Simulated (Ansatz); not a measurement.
Ansatz (a program for electronic structure) input for TiF4, SMILES [F][Ti]([F])([F])[F], multiplicity 1, PBE/def2-SVPD. Geometry optimised at B3LYP-D3(BJ)/def2-SVP. The spin state was assumed, not searched. The isomer is the one that the SMILES or the coordinates give; other isomers of the formula were not compared.

Ansatz 0.2 input:
```yaml
crystal:
  periodic: [false, false, false]
  atoms:
    - {symbol: Ti, position_ang: [0.00000000, 0.00000000, -0.00000000]}
    - {symbol: F, position_ang: [-1.00150186, 1.00150186, -1.00150187]}
    - {symbol: F, position_ang: [1.00150187, 1.00150186, 1.00150186]}
    - {symbol: F, position_ang: [1.00150186, -1.00150186, -1.00150186]}
    - {symbol: F, position_ang: [-1.00150187, -1.00150186, 1.00150187]}
basis:
  gaussian:
    orbitals: def2-SVPD
hamiltonian:
  xc: {name: PBE}
```

It prints:

```
Functional definition: PBE
integrals: 0.06 GiB planned
1116 factors; their error is unknown
mean field: 0.40 GiB planned
mean field evaluation 1: about -33955.8118 eV, gradient 7.6e1 eV
mean field evaluation 2: about -33651.6184 eV, gradient 4.6e2 eV
mean field evaluation 4: about -33964.0756 eV, gradient 2.1e1 eV
mean field evaluation 8: about -33964.8871 eV, gradient 6.1e-3 eV
mean field -33964.85106680 eV, -1248.1852545019 hartree, gradient 4.9e-5 eV, S^2 0.000000; 0 other end points of the search recorded, 0 dependent functions left out
reference -33964.85111077 eV, -1248.1852561178 hartree; 29, 29 occupied and 97, 97 virtual orbitals, 1116 factors
Total energy: -33964.85111077 eV, -1248.1852561178 hartree
```

Self-consistency was reached.
